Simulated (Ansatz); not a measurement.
A nudged elastic band was laid between two geometries of GaGeH5 (7 atoms, charge 0, multiplicity 1).

Level of theory: Ansatz, RKS B3LYP/def2-SVP.

```
movable images  : 7
climbing image  : yes
spring          : 5.0 eV/Å²
optimiser       : quadratic models (default)
start path      : IDPP
force threshold : 0.05 eV/Å
iteration limit : 58
end points      : relaxed
```

Initial state:

```xyz
7
Properties=species:S:1:pos:R:3
Ga -0.370 -1.371 0.113
Ge 0.279 0.997 -0.105
H 0.528 -2.376 0.936
H -1.699 -1.909 -0.545
H -0.308 1.667 -1.370
H -0.244 1.800 1.112
H 1.813 1.191 -0.142
```

Final state:

```xyz
7
Properties=species:S:1:pos:R:3
Ga -0.378 -1.370 0.100
Ge 0.292 0.998 -0.063
H -1.232 -1.889 1.323
H 0.028 -2.397 -1.029
H -0.830 1.826 -0.738
H 0.550 1.640 1.321
H 1.568 1.193 -0.914
```

What changes between the two ends?

No bond is made or broken. The dihedral H4–Ga1–Ge2–H7 goes from -148 to -26°. The two ends are copies of one structure, up to a mirror image or an exchange of like atoms.

What energy profile does the band end with?

The forces met the threshold. The highest image is number 5 of 0 to 8, 0.000 eV above the ends, which have the same energy within 2 meV. The top lies less than 8 meV above the higher end, about what the thresholds resolve: that end is a shoulder or a very shallow well. A vibrational analysis at the climbing image gives one clearly imaginary mode, 49i cm⁻¹: a first-order saddle point.

| image | path coordinate (Å) | energy (eV) | dihedral H4–Ga1–Ge2–H7 (°) |
| --- | --- | --- | --- |
| 0 | 0.00 | 0.000 | -148 |
| 1 | 0.40 | 0.000 | -133 |
| 2 | 0.80 | 0.000 | -117 |
| 3 | 1.19 | 0.000 | -102 |
| 4 | 1.59 | 0.000 | -86 |
| 5 | 1.99 | 0.000 | -71 |
| 6 | 2.39 | 0.000 | -56 |
| 7 | 2.79 | 0.000 | -41 |
| 8 | 3.18 | 0.000 | -26 |

What is the geometry of the highest image?


```xyz
7
Properties=species:S:1:pos:R:3
Ga -0.373 -1.372 0.110
Ge 0.268 1.002 -0.069
H -0.406 -2.098 1.511
H -0.762 -2.195 -1.178
H -0.730 1.801 -0.941
H 0.347 1.708 1.305
H 1.656 1.155 -0.738
```

Time of the run: 97 s on 1 CPU thread of a shared host.
